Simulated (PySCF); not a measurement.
**A thermochemical cycle for Pb2**

PBE in PySCF with def2-SVP on every atom (core potentials on Pb), for the lowest determinant that a PBE0 search found; no spin–orbit coupling. Pb2, a triplet (π ↑↑), has De = 2.43 eV to neutral atoms, and Pb₂⁺, a quartet (σ ↑, π ↑↑), has De = 2.81 eV to Pb⁺ + Pb.

The adiabatic ionisation energy of Pb2, between the minima, is 6.59 eV.

**Question.** Which ionisation energy of the Pb atom does this level give?

**Answer.** IE(Pb) = IE(molecule) + De(ion) − De(neutral) = 6.59 + 2.81 − 2.43 = 6.97 eV; the measured value is 7.417 eV (NIST ASD).

Spin–orbit coupling is left out, which matters for elements this heavy, above all for dissociation energies. States were picked by a PBE0 search and need not be the measured ground states.
